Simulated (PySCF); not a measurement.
A structure optimised at PBE-D3(BJ)/def2-SVP, used in a PySCF frequency run:

```
O
C 1 1.4284
H 2 1.1095 1 106.25
H 2 1.1117 3 108.79 1 120.19
H 2 1.1127 3 109.12 4 118.46
Se 1 1.8230 2 115.28 3 -175.76
O 6 1.8279 1 102.13 2 -75.73
H 7 0.9797 6 105.45 1 -82.43
```

### Question
Write its SMILES and formula.

### Answer
CO[Se]O, CH4O2Se

### Question
What are its rotational constants (standard atomic weights)?

### Answer
8.9549, 3.4268, 2.7448 GHz
